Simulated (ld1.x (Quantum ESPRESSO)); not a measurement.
# bromine: excitation energies, all-electron against TM

ld1.x (Quantum ESPRESSO) 7.5 input, shortened:

```
&input
   title='Br', zed=35., rel=1, dft='BP', iswitch=3,
   config='[Ar] 3d10 4s2 4p3.5'
 /
 &inputp
   pseudotype=2, tm=.true., lloc=-1, rcloc=1.35,
   nlcc=.false.
 /
3
4S  1  0   2.00   0.00  1.40  1.40  0.0
4P  2  1   3.50   0.00  1.45  1.45  0.0
3D  3  2  10.00   0.00  1.15  1.15  0.0
 &test
   configts(1)='3d10 4s2 4p3.5'
 /
```

Energies are relative to the spin-unpolarised reference configuration 3d10 4s2 4p3.5; without spin polarisation the order of configurations can differ from experiment.

(1) Give the all-electron excitation energy and the error of the potential for: 3d10 4s2 4p5; 3d10 4s2 4p4; 3d10 4s2 4p3; 3d10 4s2 4p5.3; 3d10 4s2 4p2; 3d9 4s2 4p6; 3d10 4s1 4p6.

Levels in the configuration 3d10 4s2 4p4:

| level | all-electron (eV) | pseudo (eV) |
| --- | --- | --- |
| 3d | -78.050 | -78.138 |
| 4s | -30.527 | -30.539 |
| 4p | -17.583 | -17.590 |

Results:

(1)

| valence configuration | charge | ΔE all-electron (eV) | error AE − PS (meV) |
| --- | --- | --- | --- |
| 3d10 4s2 4p5 | 0 | -22.756 | +16 |
| 3d10 4s2 4p4 | +1 | -10.094 | +3.5 |
| 3d10 4s2 4p3 | +2 | 12.788 | +0.3 |
| 3d10 4s2 4p5.3 | -0.3 | -24.751 | +20 |
| 3d10 4s2 4p2 | +3 | 46.916 | +19 |
| 3d9 4s2 4p6 | 0 | 41.598 | -411 |
| 3d10 4s1 4p6 | 0 | -10.361 | +6.2 |

ld1.x printed “convergence not achieved” for 7 of the counted tests; their residual had stalled under 1e-8, short of the target of 1e-14.
